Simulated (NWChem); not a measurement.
# CH₄AlFSe; SMILES [CH3][Al]([F])[SeH]

```xyz
8

Al     0.0162    -0.9519    -0.1042
F      1.5095    -1.6399    -0.3896
C     -1.5580    -2.0797    -0.0248
H     -1.6812    -2.6271    -0.9739
H     -2.4846    -1.5187     0.1687
H     -1.4436    -2.8360     0.7693
Se     0.0770     1.3417     0.1616
H     -1.3802     1.3918     0.3659
```
Atoms are numbered in this order, from 1.

Program: NWChem. Pople sets run with spherical d functions. Geometry: optimised at PBE0/def2-SVP. GIAO values for the isolated, static molecule; σ is the absolute isotropic shielding, δ = σ(reference) − σ with the isolated reference molecule computed at the same levels (13C: tetramethylsilane, 19F: trichlorofluoromethane, 1H: tetramethylsilane). Spin-orbit effects, on the heavy nuclei and on their neighbours, are missing.

For level B3LYP/6-31G*:

```
Quantity                  Value
-----------------------  ------
σ Al1 (ppm)               420.4
δ F2 (ppm)               -104.8
δ C3 (ppm)                 -6.7
δ H4 (rotor mean) (ppm)   -0.25
δ H8 (ppm)                -0.04
```

Problem. Estimate the same quantities for level BHandHLYP/pcSseg-1.

Solution. σ Al1 (ppm): 371.9
δ F2 (ppm): -120.9
δ C3 (ppm): -10.1
δ H4 (rotor mean) (ppm): -0.12
δ H8 (ppm): 0.14
